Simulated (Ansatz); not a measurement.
`O=C(O)[TeH]` and `O=C(O)O[SiH3]` differ in one atom or group.

Ansatz, PBE0-D4/def2-TZVP geometries, multiplicity 1. Each molecule was computed in one conformer, which needn't be the lowest.

Elements past krypton have def2 core potentials.  Spin–orbit coupling is left out; it splits and shifts lone-pair levels of the heavy atoms by tenths of an eV.

```tsv
property	`O=C(O)[TeH]`
HOMO–LUMO gap (PBE0/def2-TZVPP) / eV	5.77
LUMO energy (PBE/def2-TZVPP) / eV	-1.89
size of the dipole moment (ωB97M-V/def2-TZVPP) / D	1.22
HOMO energy (ωB97M-V/def2-TZVPP) / eV	-8.97
HOMO–LUMO gap (B3LYP/def2-TZVPP) / eV	5.30
HOMO energy (PBE/def2-TZVPP) / eV	-5.80
```

(1) What does the change do to each property? (Best estimate.)

## Answers

(1) Computed: 
```csv
property,`O=C(O)O[SiH3]`,shift
HOMO–LUMO gap (PBE0/def2-TZVPP) / eV,8.68,2.91
LUMO energy (PBE/def2-TZVPP) / eV,-0.93,0.96
size of the dipole moment (ωB97M-V/def2-TZVPP) / D,0.40,-0.82
HOMO energy (ωB97M-V/def2-TZVPP) / eV,-11.23,-2.26
HOMO–LUMO gap (B3LYP/def2-TZVPP) / eV,8.17,2.87
HOMO energy (PBE/def2-TZVPP) / eV,-6.99,-1.19
```

With PBE0 the HOMO falls by 1.87 eV and the LUMO rises by 1.04 eV, so the gap widens by about 2.91 eV. PBE moves the HOMO by -1.19 eV and ωB97M-V by -2.26 eV. The zero-point energy changes by 64.5 kJ/mol with +9 modes. Dipoles are sizes alone; their direction can turn.

B3LYP here is the variant with VWN-RPA as its local correlation; programs differ in this.
